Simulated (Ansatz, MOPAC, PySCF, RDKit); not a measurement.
Pair of molecules: C2H4 (SMILES C=C) (first 6 atoms) with C2H6 (SMILES CC); geometry from B3LYP-D3(BJ)/def2-TZVP, rigid monomers moved along the line of their centres of mass till C1···H11 is 3.49 Å.
(charge 0, multiplicity 1):
```xyz
14

C      0.246     0.637    -0.026
C     -0.248    -0.567     0.221
H     -0.387     1.514    -0.072
H      1.305     0.795    -0.193
H      0.385    -1.444     0.269
H     -1.306    -0.725     0.391
C      0.348     0.645     4.424
C     -0.346    -0.710     4.343
H      1.321     0.565     4.915
H     -0.248     1.363     4.991
H      0.512     1.059     3.428
H      0.249    -1.425     3.771
H     -1.317    -0.628     3.852
H     -0.510    -1.135     5.335
```

Counterpoise-corrected where a basis set is named; no monomer relaxation. Rows marked so take none. RDKit's UFF carries no charges.

Frozen-core correlation. Rows in 6-31G* carry no dispersion term and start afresh at each structure (6-31G* with six Cartesian d functions). The state reached by AM1 isn't checked.

Programs: Ansatz (Gaussian orbitals); MOPAC for AM1 (differences of heats of formation); PySCF for 6-31G* rows, the dispersion terms; RDKit for the force fields. Each number belongs to the level named beside it.

```csv
level,interaction energy (kcal/mol)
UFF,-0.96
AM1,0.18
HF/6-31G* (no counterpoise),-0.30
HF/aug-cc-pVDZ,0.23
B3LYP/6-31G* (no counterpoise),-0.33
PBE0-D4/def2-TZVPPD,[?]
wB97M-V/def2-TZVPPD,-0.69
MP2/aug-cc-pVDZ,-0.72
CCSD(T)/aug-cc-pVDZ,-0.67
```

**Question.** What belongs in the gaps?

**Answer.** 
- PBE0-D4/def2-TZVPPD, interaction energy (kcal/mol): -0.88

Ansatz is an electronic-structure program.
